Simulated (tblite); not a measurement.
C7H13P.
SMILES with atom numbers: `[CH3:1][C:2]#[C:3][P:4]([CH3:5])[CH:6]([CH3:7])[CH3:8]` (hydrogens: H9, H10, H11 on C1; H12, H13, H14 on C5; H15 on C6; H16, H17, H18 on C7; H19, H20, H21 on C8)

Computed with GFN2-xTB (tblite), gas phase: L-BFGS steps from a force-field or distance-geometry start until the largest atomic force falls under 0.01 eV/Å.

Step 88: E = -654.9283 eV
```
atom  x, y, z in Å  |  force x, y, z in eV/Å
C1      3.4624   -1.5410    0.0554   -0.007   0.011  -0.003
C2      2.2831   -0.7809   -0.2976   -0.012   0.025   0.006
C3      1.2974   -0.1282   -0.5306   -0.028  -0.008  -0.025
P4     -0.1631    0.7700   -0.9739    0.005  -0.003   0.025
C5      0.2899    2.3349   -0.0798    0.019  -0.009   0.032
C6     -1.2603   -0.0314    0.3383    0.068   0.006  -0.003
C7     -2.5422    0.7560    0.5799    0.042  -0.010   0.003
C8     -1.5782   -1.4498   -0.1211   -0.050  -0.026   0.006
H9      3.8271   -2.0962   -0.8086   -0.008   0.001  -0.009
H10     3.2235   -2.2433    0.8541   -0.001  -0.025   0.000
H11     4.2490   -0.8718    0.4036    0.005   0.016  -0.013
H12    -0.5360    3.0430   -0.1145   -0.003  -0.013  -0.019
H13     0.5608    2.1300    0.9553   -0.018   0.011   0.006
H14     1.1443    2.7763   -0.5908   -0.002   0.015   0.003
H15    -0.6808   -0.0793    1.2691    0.012   0.021   0.018
H16    -3.1522    0.2461    1.3250   -0.012   0.011  -0.009
H17    -2.3298    1.7592    0.9455   -0.010  -0.015  -0.020
H18    -3.1200    0.8318   -0.3394    0.000   0.034  -0.013
H19    -2.0530   -2.0120    0.6807   -0.001  -0.036   0.011
H20    -2.2592   -1.4270   -0.9690   -0.005   0.004  -0.050
H21    -0.6714   -1.9695   -0.4274    0.006  -0.008   0.053
```

Step 89: E = -654.9292 eV
```
atom  x, y, z in Å  |  force x, y, z in eV/Å
C1      3.4566   -1.5487    0.0492   -0.010   0.015   0.003
C2      2.2812   -0.7787   -0.2957    0.011  -0.007   0.003
C3      1.2984   -0.1214   -0.5263   -0.058   0.009  -0.037
P4     -0.1613    0.7775   -0.9709    0.010  -0.008   0.036
C5      0.2908    2.3416   -0.0744    0.018  -0.009   0.026
C6     -1.2602   -0.0273    0.3390    0.073   0.029   0.002
C7     -2.5483    0.7529    0.5710    0.042  -0.013   0.019
C8     -1.5672   -1.4500   -0.1139   -0.042  -0.011   0.020
H9      3.8132   -2.1035   -0.8184   -0.003   0.009  -0.016
H10     3.2163   -2.2540    0.8447   -0.003  -0.018   0.009
H11     4.2484   -0.8855    0.3972    0.011   0.007  -0.012
H12    -0.5348    3.0499   -0.1121   -0.006  -0.016  -0.003
H13     0.5617    2.1367    0.9613   -0.029   0.016  -0.009
H14     1.1450    2.7840   -0.5850    0.002   0.008   0.005
H15    -0.6829   -0.0660    1.2724   -0.008   0.018   0.005
H16    -3.1570    0.2401    1.3148   -0.023   0.010   0.001
H17    -2.3451    1.7581    0.9351   -0.003  -0.004  -0.018
H18    -3.1239    0.8227   -0.3497    0.007   0.027  -0.025
H19    -2.0418   -2.0112    0.6886   -0.012  -0.033   0.022
H20    -2.2440   -1.4369   -0.9652    0.008   0.000  -0.053
H21    -0.6536   -1.9633   -0.4075    0.014  -0.030   0.023
```

Step 90: E = -654.9300 eV
```
atom  x, y, z in Å  |  force x, y, z in eV/Å
C1      3.4533   -1.5550    0.0438   -0.008   0.002  -0.001
C2      2.2807   -0.7780   -0.2936   -0.041   0.018  -0.017
C3      1.3012   -0.1146   -0.5233   -0.009  -0.033  -0.020
P4     -0.1586    0.7830   -0.9672    0.005  -0.004   0.026
C5      0.2904    2.3476   -0.0685    0.011  -0.009   0.002
C6     -1.2595   -0.0258    0.3387    0.059   0.043   0.010
C7     -2.5509    0.7501    0.5628    0.024  -0.004   0.013
C8     -1.5615   -1.4513   -0.1073   -0.016  -0.009   0.032
H9      3.8034   -2.1087   -0.8275   -0.003   0.019  -0.011
H10     3.2140   -2.2632    0.8371   -0.007  -0.010   0.011
H11     4.2487   -0.8962    0.3908    0.026   0.008  -0.008
H12    -0.5365    3.0541   -0.1103   -0.012  -0.015   0.011
H13     0.5605    2.1447    0.9676   -0.033   0.013  -0.007
H14     1.1434    2.7927   -0.5790    0.004  -0.004   0.008
H15    -0.6857   -0.0570    1.2743   -0.006   0.009   0.013
H16    -3.1616    0.2385    1.3053   -0.028  -0.002   0.010
H17    -2.3521    1.7557    0.9250    0.004   0.035  -0.001
H18    -3.1244    0.8186   -0.3592    0.013   0.014  -0.034
H19    -2.0368   -2.0104    0.6963   -0.026  -0.021   0.023
H20    -2.2334   -1.4460   -0.9625    0.015  -0.003  -0.052
H21    -0.6434   -1.9620   -0.3888    0.027  -0.048  -0.008
```

Step 91: E = -654.9305 eV
```
atom  x, y, z in Å  |  force x, y, z in eV/Å
C1      3.4495   -1.5594    0.0399   -0.003   0.007   0.006
C2      2.2800   -0.7755   -0.2932    0.022  -0.036  -0.006
C3      1.3030   -0.1100   -0.5242   -0.051  -0.003  -0.022
P4     -0.1565    0.7880   -0.9656   -0.006   0.000   0.006
C5      0.2902    2.3517   -0.0640    0.001  -0.004  -0.008
C6     -1.2571   -0.0233    0.3380    0.015   0.025   0.022
C7     -2.5528    0.7477    0.5562    0.010   0.008   0.014
C8     -1.5556   -1.4525   -0.1013    0.011   0.003   0.027
H9      3.7946   -2.1128   -0.8337   -0.001   0.024  -0.012
H10     3.2087   -2.2700    0.8313   -0.006   0.007   0.006
H11     4.2492   -0.9049    0.3866    0.013  -0.006  -0.011
H12    -0.5381    3.0567   -0.1071   -0.009  -0.016   0.016
H13     0.5587    2.1482    0.9721   -0.031   0.013  -0.001
H14     1.1429    2.7998   -0.5725    0.005  -0.010   0.008
H15    -0.6868   -0.0469    1.2759   -0.004  -0.002   0.013
H16    -3.1645    0.2359    1.2984   -0.013   0.007   0.001
H17    -2.3576    1.7549    0.9157   -0.001   0.039   0.008
H18    -3.1258    0.8141   -0.3669    0.029   0.002  -0.029
H19    -2.0314   -2.0096    0.7038   -0.031  -0.004   0.015
H20    -2.2243   -1.4523   -0.9596    0.027  -0.008  -0.034
H21    -0.6350   -1.9629   -0.3755    0.023  -0.046  -0.019
```

**Question.** Estimate the geometry and energy of step 92. (The exact step hangs on the optimiser's Hessian estimate; all steps are aligned on step 91, rigid shifts and turns removed.)

**Answer.** E = -654.9310 eV, largest force 0.058 eV/Å
```
atom  x, y, z in Å  |  force x, y, z in eV/Å
C1      3.4500   -1.5611    0.0381    0.003  -0.002   0.000
C2      2.2807   -0.7761   -0.2924   -0.009  -0.014  -0.013
C3      1.3048   -0.1086   -0.5238   -0.015  -0.029  -0.003
P4     -0.1547    0.7886   -0.9631   -0.016   0.007  -0.013
C5      0.2894    2.3536   -0.0620   -0.008  -0.001  -0.017
C6     -1.2563   -0.0236    0.3384   -0.010   0.005   0.022
C7     -2.5523    0.7471    0.5536   -0.006   0.016   0.000
C8     -1.5558   -1.4538   -0.0985    0.032  -0.003   0.011
H9      3.7930   -2.1132   -0.8373   -0.002   0.024  -0.006
H10     3.2105   -2.2728    0.8291   -0.006   0.011   0.001
H11     4.2508   -0.9076    0.3836    0.016  -0.004  -0.007
H12    -0.5411    3.0561   -0.1069   -0.009  -0.013   0.015
H13     0.5565    2.1531    0.9747   -0.025   0.005   0.010
H14     1.1411    2.8040   -0.5701    0.003  -0.015   0.008
H15    -0.6891   -0.0452    1.2774    0.013  -0.008   0.029
H16    -3.1672    0.2371    1.2948   -0.001   0.008  -0.008
H17    -2.3555    1.7539    0.9123   -0.006   0.055   0.019
H18    -3.1233    0.8152   -0.3710    0.035  -0.005  -0.019
H19    -2.0338   -2.0093    0.7068   -0.030   0.009   0.003
H20    -2.2216   -1.4538   -0.9596    0.030  -0.011  -0.017
H21    -0.6351   -1.9668   -0.3698    0.012  -0.034  -0.014
```

The energy changes by -0.0004 eV. The first-order estimate −F·Δx gives -0.0006 eV and the mean of the old and new forces, exact on a quadratic surface, -0.0004 eV. The step makes an angle of 77° with the force vector and moves no atom by more than 0.007 Å.

The cost below is that of the whole relaxation. Hardware: an AMD EPYC 7R13 with one thread, no GPU, shared host with 96 logical CPUs at a one-minute load of 15. Cost: 1.2 s.
